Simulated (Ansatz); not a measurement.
`F[SiH]1NCO1` + H₂ → `C1N[SiH2]O1` + H–F at 400 K and 1 bar (hydrogenolysis of the Si–F bond).

Isolated molecules relaxed with PBE0-D4/def2-TZVP in Ansatz; ΔE leaves out vibrations. CCSD(T)/CBS is the MP2 limit (def2-TZVPP, def2-QZVPP) plus CCSD(T) − MP2 in def2-TZVPP, frozen cores. This one scheme is used for every species.

| species | CCSD(T)/CBS energy (Eh) | H − E (kJ/mol) | S (J/(mol·K)) |
| --- | --- | --- | --- |
| `F[SiH]1NCO1` | -559.30963 | 185.6 | 333.4 |
| H₂ | -1.17544 | 38.0 | 139.0 |
| `C1N[SiH2]O1` | -460.03231 | 195.0 | 310.4 |
| H–F | -100.39570 | 36.5 | 182.2 |

H − E and S are ideal-gas, rigid-rotor, harmonic terms from PBE0-D4/def2-TZVP, for one conformer and one mirror image of each species. The MP2-based limit puts H₂ 0.8 mEh under its directly extrapolated value; such offsets cancel only in part. 1 Eh = 2625.50 kJ/mol, R = 8.31446 J/(mol·K).

Task: By hand: ΔE, ΔH, ΔS and ΔG.

Result: ΔE = (-460.03231) + (-100.39570) − (-559.30963) − (-1.17544) = 0.05706 Eh = 149.8 kJ/mol. Δ(H − E) = 195.0 + 36.5 − 185.6 − 38.0 = 7.9, so ΔH = 157.7 kJ/mol. ΔS = 310.4 + 182.2 − 333.4 − 139.0 = 20.2 J/(mol·K). ΔG = 157.7 − 400 × (20.2)/1000 = 149.6 kJ/mol.

Task: By hand: the equilibrium constant, and the temperature at which ΔG would vanish if ΔH and ΔS stayed fixed.

Result: log₁₀ K = −ΔG/(RT ln 10) = -19.5. ΔG = 0 at ΔH/ΔS = 7807 K, far beyond where these terms or the molecules hold.

ΔH outweighs TΔS. A doubt of 5 kJ/mol in ΔE shifts log₁₀ K by 0.7 here. Other conformers and mirror images would add mixing entropy, several J/(mol·K) or more a flexible species. These are equilibria of isolated gas molecules and say nothing of rates. Largest T1 diagnostic: 0.012 (customary marks: 0.02 for closed shells, 0.045 for open ones).
